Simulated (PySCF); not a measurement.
C6H10O.
SMILES with atom numbers: `[CH2:1]=[CH:2][C:3](=[O:4])[CH:5]([CH3:6])[CH3:7]` (hydrogens: H8, H9 on C1; H10 on C2; H11 on C5; H12, H13, H14 on C6; H15, H16, H17 on C7)

The same species was optimised twice, with GFN2-xTB and with PBE0-D3(BJ)/def2-SVP (PySCF), and the same property calculations (PySCF, gas phase) were run on both structures.

| coordinate | GFN2-xTB | PBE0-D3(BJ)/def2-SVP | change |
| --- | --- | --- | --- |
| C2–C3 (Å) | 1.482 | 1.494 | +0.012 |
| C1=C2 (Å) | 1.327 | 1.335 | +0.008 |
| C5–C7 (Å) | 1.525 | 1.518 | -0.007 |
| C3=O4 (Å) | 1.209 | 1.211 | +0.002 |
| C3–C5 (Å) | 1.522 | 1.520 | -0.002 |
| C5–C6 (Å) | 1.533 | 1.533 | 0.000 |
| C2–C3–C5 (°) | 114.7 | 116.4 | +1.7 |
| C6–C5–C7 (°) | 110.9 | 112.1 | +1.2 |
| C3–C5–C6 (°) | 107.7 | 108.9 | +1.2 |
| C2–C3–O4 (°) | 122.4 | 121.5 | -0.9 |
| O4–C3–C5 (°) | 122.8 | 122.0 | -0.8 |
| C3–C5–C7 (°) | 110.9 | 111.4 | +0.5 |
| C1–C2–C3 (°) | 121.2 | 120.7 | -0.5 |
| C1–C2–C3–O4 (°) | 2 | -2 | -4 |
| C2–C3–C5–C6 (°) | -78 | -71 | +7 |

Rotational constants: A = 4747, B = 1790, C = 1483 MHz (GFN2-xTB) against A = 4708, B = 1795, C = 1456 MHz (PBE0-D3(BJ)/def2-SVP). Point groups within 0.08 Å: C1 and C1.

On the GFN2-xTB structure: HOMO (eV) -7.23 [PBE0/pcSseg-1]; LUMO (eV) -1.63 [PBE0/pcSseg-1]; dipole (D) 2.66 [PBE0/pcSseg-1]; GIAO shielding of C1 (ppm) 48.5 [PBE0/pcSseg-1]; GIAO shielding of C2 (ppm) 46.4 [PBE0/pcSseg-1]; GIAO shielding of C3 (ppm) -19.3 [PBE0/pcSseg-1]; GIAO shielding of O4 (ppm) -268.7 [PBE0/pcSseg-1]; GIAO shielding of C5 (ppm) 140.9 [PBE0/pcSseg-1]; GIAO shielding of C6/C7 (mean) (ppm) 166.9 [PBE0/pcSseg-1].

Problem. What do these properties become on the PBE0-D3(BJ)/def2-SVP structure?

Solution. 
```tsv
property	level	on GFN2-xTB	on PBE0-D3(BJ)/def2-SVP	change
HOMO (eV)	PBE0/pcSseg-1	-7.23	-7.24	-0.01
LUMO (eV)	PBE0/pcSseg-1	-1.63	-1.62	+0.01
dipole (D)	PBE0/pcSseg-1	2.66	2.64	-0.02
energy, GFN2-xTB geometry as zero (kcal/mol)	PBE0/pcSseg-1	0.0	-0.6	-0.6
GIAO shielding of C1 (ppm)	PBE0/pcSseg-1	48.5	45.6	-2.9
GIAO shielding of C2 (ppm)	PBE0/pcSseg-1	46.4	44.7	-1.7
GIAO shielding of C3 (ppm)	PBE0/pcSseg-1	-19.3	-19.6	-0.3
GIAO shielding of O4 (ppm)	PBE0/pcSseg-1	-268.7	-277.4	-8.7
GIAO shielding of C5 (ppm)	PBE0/pcSseg-1	140.9	140.8	-0.1
GIAO shielding of C6/C7 (mean) (ppm)	PBE0/pcSseg-1	166.9	165.3	-1.6
```

The heavy atoms differ by 0.058 Å rms after alignment. Among bonds between heavy atoms C2–C3 changes most (+0.012 Å). Changes are differences of the printed values. Neither structure is proved a minimum here.

The values belong to the conformer `[CH2:1]=[CH:2][C:3](=[O:4])[CH:5]([CH3:6])[CH3:7]`: C1–C2–C3–O4 -2°, C2–C3–C5–C6 -71°.
